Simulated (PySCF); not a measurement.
## How good is the calculation?

Geometry:
| atom | x (Å) | y (Å) | z (Å) |
| --- | --- | --- | --- |
| C1 | 2.631 | -0.084 | 0.408 |
| S2 | 1.737 | -0.208 | -1.151 |
| C3 | 0.080 | -0.013 | -0.625 |
| C4 | -1.025 | -0.031 | -1.445 |
| C5 | -2.240 | 0.155 | -0.730 |
| C6 | -2.049 | 0.311 | 0.616 |
| S7 | -0.379 | 0.233 | 1.028 |
| H8 | 2.338 | -0.886 | 1.102 |
| H9 | 2.479 | 0.897 | 0.881 |
| H10 | 3.694 | -0.199 | 0.157 |
| H11 | -0.962 | -0.172 | -2.525 |
| H12 | -3.224 | 0.173 | -1.200 |
| H13 | -2.793 | 0.468 | 1.396 |

Published estimates (parent shift plus substituent increments) and measurements: δ 1H H13 7.15; H11 6.93; H12 6.78 ppm (estimated from measurements, as parent shift plus tabulated substituent increment; solution, not stated per compound (mostly CDCl3 or CCl4); Pretsch, Buehlmann, Badertscher, Structure Determination of Organic Compounds, 4th ed. (2009)).

Relativity neglected, a single conformation, fast rotation and ring inversion assumed for equivalent nuclei, isolated molecule. Geometry: PBE0-D3(BJ)/def2-SVP; PBE0/pcSseg-1 with gauge-including orbitals; PySCF 2.14.

**Question.** What does the calculation give, and how does it compare?

**Answer.** 
Reference values: estimated from measurements, as parent shift plus tabulated substituent increment (solution, not stated per compound (mostly CDCl3 or CCl4); Pretsch, Buehlmann, Badertscher, Structure Determination of Organic Compounds, 4th ed. (2009)).
| atoms | quantity | reference | computed | computed, scaled |
| --- | --- | --- | --- | --- |
| H13 | δ 1H | 7.15 | 6.89 | 6.75 |
| H11 | δ 1H | 6.93 | 6.81 | 6.67 |
| H12 | δ 1H | 6.78 | 7.06 | 6.91 |

Computed shifts are σ(ref) − σ with the named reference compound (TMS for H and C) calculated as an isolated molecule at the same level. The measured values may be among those fitted. Scaled to experiment by linear calibration (H and C: mostly CDCl3 data, vs TMS): 1H (scatter 0.21 ppm rms, 0.22 ppm with the 3 outliers that the fit left out). A few per cent of atoms miss by over 2 rms, more outside the fitted compound classes.

**Question.** How far are the unscaled 1H shifts from the references?

**Answer.** Mean signed difference -0.03 ppm, mean absolute 0.22 ppm over 3 comparisons; the largest is +0.28 ppm at H12 (hydrogen on an aromatic CH).
